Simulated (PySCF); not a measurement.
UHF on O⁺ (oxygen, charge +1)

Configuration: [He] 2s2 2p2 3d1, one real determinant (an excited configuration). Computed with PySCF 2.14 in x2c-TZVPPall with one added diffuse shell each of s, p, d type (6s4p3d1f, 40 functions), with scalar relativity by spin-free X2C-1e.

- Total energy: -73.283904 hartree
- One-electron energy: -94.9941 hartree
- Hartree (Coulomb) energy: 29.2272 hartree
- Exchange energy: -7.5171 hartree
- ⟨S²⟩: 3.7535
- ⟨L²⟩: 7.994
- Sum of ⟨r⟩: 7.380 bohr
- Sum of ⟨r²⟩: 14.40 bohr²
- Traceless quadrupole moment −½Σ⟨3z² − r²⟩ along its main axis: -1.82 e·bohr²
- Langevin diamagnetic susceptibility: -11.4 ×10⁻⁶ cm³/mol

```csv
shell,electrons,mean orbital energy (eV),"rms radius, mean of both spins (bohr)"
1s α,1,-597.74,0.230
1s β,1,-594.88,0.230
2s α,1,-62.923,1.13
2s β,1,-52.422,1.13
2p α,2,-45.965,1.11
3d α,1,-3.498,3.05
```

⟨L²⟩ = 7.99 against 12 for a pure F term, so this real determinant mixes terms. The outer electron is Rydberg-like, and this basis confines it to a smaller radius and binds it less than a complete one would.

Spin-orbit constants ζ (cm⁻¹) from the X2C one-electron operator on these orbitals: bare nucleus, nucleus screened by l(l+1)(2l+1)/3 electrons, and screened by the Breit-Pauli mean field of the electrons.

```tsv
shell	bare	screened nucleus	mean field
2p	334.8	251.1	219.2
3d	4.178	1.044	0.8244
```

To first order the Landé constant is A = 24.54 cm⁻¹, so the lowest level has J = 3/2 and lies 0.0183 eV below the centre of the term. This holds in LS coupling only.
